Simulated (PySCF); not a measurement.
Isomers of C6H9O3P, from PBE0-D3(BJ)/def2-SVP geometry optimisation, gas phase (PySCF 2.14.0). One conformer each, no zero-point energy, no frequencies.

Question: Which isomer lies lower at this level?
A. `[CH3:1][CH2:2][P@@:3](=[O:4])([OH:5])[c:6]1[cH:7][cH:8][o:9][cH:10]1` with C1–C2–P3–O4 -54°, C2–P3–O5–H -161°, C2–P3–C6–C7 -61°: A = 2453, B = 709.5, C = 670.1 MHz, dipole 3.00 D
B. `[CH3:1][P@@:2](=[O:3])([CH2:4][OH:5])[c:6]1[cH:7][cH:8][o:9][cH:10]1` with C1–P2–C4–O5 -80°, P2–C4–O5–H -40°, C1–P2–C6–C7 -50°: A = 2365, B = 696.0, C = 678.7 MHz, dipole 4.15 D

Answer: A. That is `CC[P@@](=O)(O)c1ccoc1`, 24.3 kcal/mol below the other.

```tsv
SMILES	mapped SMILES	E (Eh)	relative (kcal/mol)	relative (kJ/mol)	dipole (D)
CC[P@@](=O)(O)c1ccoc1	[CH3:1][CH2:2][P@@:3](=[O:4])([OH:5])[c:6]1[cH:7][cH:8][o:9][cH:10]1	-800.04105	0.0	0.0	3.00
C[P@@](=O)(CO)c1ccoc1	[CH3:1][P@@:2](=[O:3])([CH2:4][OH:5])[c:6]1[cH:7][cH:8][o:9][cH:10]1	-800.00235	24.3	101.6	4.15
```
